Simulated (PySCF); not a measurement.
**Correlation energy of Sc (scandium, neutral)**

[Ar] 3d1 4s2, 2D determinant. All numbers are calculated (PySCF 2.14, the non-relativistic Hamiltonian (point nucleus), in def2-TZVP (6s4p4d1f, 45 functions)). Frozen: [Ar]; 3 electrons correlated.

MP2 pair energies summed by pair of shells (mhartree):

```csv
pair,energy,share (%)
4s-4s,-19.32,74.3
3d-4s,-6.69,25.7
```

Total MP2 correlation energy: -26.00 mhartree.

Same-spin part -2.49 and opposite-spin part -23.52 mhartree; SCS-MP2 scales them by 1/3 and 6/5 to -29.05 mhartree.
